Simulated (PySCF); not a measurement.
**Exercise with solution: chemical shift, span and skew from a shielding tensor**

C3H6NO, SMILES C(C)(=O)[N]C (connectivity only; charge and spin as stated), charge -1, multiplicity 1. Atoms are numbered in the order given.

```xyz
11

C     -0.0459    -1.8249     0.0000
N     -0.8293    -0.6237     0.0000
C     -0.2160     0.5456     0.0000
C      1.3361     0.5856     0.0000
O     -0.7932     1.6690     0.0000
H     -0.7139    -2.7041     0.0000
H      0.6227    -1.9489    -0.8877
H      0.6227    -1.9489     0.8877
H      1.6667     1.6313     0.0000
H      1.7538     0.0735    -0.8843
H      1.7538     0.0735     0.8843
```
Charge -1, spin multiplicity 1.

Geometry optimised at B3LYP-D3(BJ)/def2-SVPD. The multiplicity is an assumed one; no other spin state was optimised. The isomer is the one that the SMILES or the coordinates give; other isomers of the formula were not compared.

GIAO shieldings from HF/pcSseg-1 (PySCF), non-relativistic, no solvent. The symmetric part of the tensor of C3 has the principal values -95.5, 21.8, 96.9 ppm. The same nucleus in TMS has σ = 192.6 ppm at this level (PySCF, at its B3LYP-D3(BJ)/def2-TZVP geometry).

Work out the isotropic shielding, the ¹³C shift against TMS, the span and the skew.


σ(iso) = (σ11 + σ22 + σ33)/3 = 7.7 ppm. δ = σ(ref) − σ(iso) = 192.6 − (7.7) = 184.9 ppm.
Span Ω = σ33 − σ11 = 192.4 ppm. Skew κ = 3(σ(iso) − σ22)/Ω = -0.22. Tumbling in solution averages the tensor to δ; in a static solid the shielding alone would spread this spin-1/2 line over Ω.
